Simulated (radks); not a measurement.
Question: The mean radii <r> (bohr) of the occupied orbitals of an atom or ion are listed with their occupations. Method: non-relativistic Kohn-Sham, PBE, spin-unpolarised, spherical densities, point nucleus; computed with a radial shooting solver on a logarithmic mesh with Libxc functionals.

orbital  occ.      <r>
1s          2  0.01846
2s          2  0.07761
2p          6  0.06554
3s          2   0.1949
3p          6   0.1854
3d         10   0.1615
4s          2   0.4173
4p          6   0.4181
4d         10   0.4166
4f         11   0.4054

Name the element and its charge.

Answer: Z = 82, lead, charge +25: Pb25+ in [Kr] 4d10 4f11. The 1s radius gives Z: for a bare nucleus <r> = 1.5/Z, 0.01829 bohr for Z = 82, and screening makes it slightly larger (0.01846 here). The occupations add up to 57, and the charge is Z minus that.
